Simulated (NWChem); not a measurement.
Species: C2H8GaN; SMILES [CH3][Ga]([CH3])[NH2]

```xyz
12

Ga     0.0141    -0.0035    -0.0094
C     -0.9126    -1.7406    -0.0143
H     -0.2112    -2.5833    -0.1046
H     -1.6270    -1.7961    -0.8512
H     -1.4921    -1.8738     0.9133
C     -0.8538     1.7583     0.1286
H     -1.5703     1.9021    -0.6959
H     -0.1250     2.5817     0.0980
H     -1.4237     1.8382     1.0681
N      1.8287    -0.0271    -0.1521
H      2.4130     0.8001    -0.1550
H      2.3869    -0.8689    -0.2257
```
Atoms are numbered in this order, from 1.

Structure relaxed at the PBE0/def2-SVP level. B3LYP is NWChem's, with the RPA form of VWN correlation.

Problem. Give the principal values of the shielding tensors (ppm) of Ga1, C2, N10 from B3LYP/6-311G** (spherical d), GIAO (NWChem), with their diamagnetic and paramagnetic parts as GIAO splits them.

Solution. 
```tsv
atom	σ11	σ22	σ33	isotropic	diamagnetic	paramagnetic
Ga1	1043.7	1157.4	1270.6	1157.2	2641.2	-1483.9
C2	180.0	192.1	198.4	190.2	247.0	-56.8
N10	131.2	218.0	251.3	200.2	316.5	-116.3
```
